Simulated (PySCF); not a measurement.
Computed properties of LiCl, SMILES [Cl][Li]

LiCl, SMILES [Li][Cl]. Geometry: PBE0-D3(BJ)/def2-TZVPD. One conformer was computed; it need not be the lowest. All values are computed for the isolated molecule unless a solvent is named; none is compared with measurement here.

**Structure.** The optimised structure has C∞v symmetry. All 1 harmonic modes at PBE0-D3(BJ)/def2-TZVPD (PySCF) are real, so it is a minimum.

**Vibrations.** The strongest infrared lines (harmonic, unscaled, degenerate partners summed) lie at 647 cm⁻¹ (129 km/mol, Li 84 %, Cl 16 %). The softest mode is at 647 cm⁻¹ and the zero-point energy is 0.9 kcal/mol.

**Electronic structure.** B3LYP/def2-TZVPD (PySCF) places the frontier levels at -6.93 and -1.65 eV, a gap of 5.28 eV, and gives a dipole moment of 6.97 D and a mean polarisability of 27.4 bohr³.

**Excitations.** TDDFT-B3LYP/def2-TZVPD (PySCF) has S1 at 4.35 eV (285 nm, f = 0.045, weak); the most intense of the 10 singlets computed lies at 6.73 eV (f = 0.10). Strengths of degenerate partners are summed. T1 (TDA) is at 4.34 eV. No vertical singlet excitation falls in the visible range (under 3.1 eV).
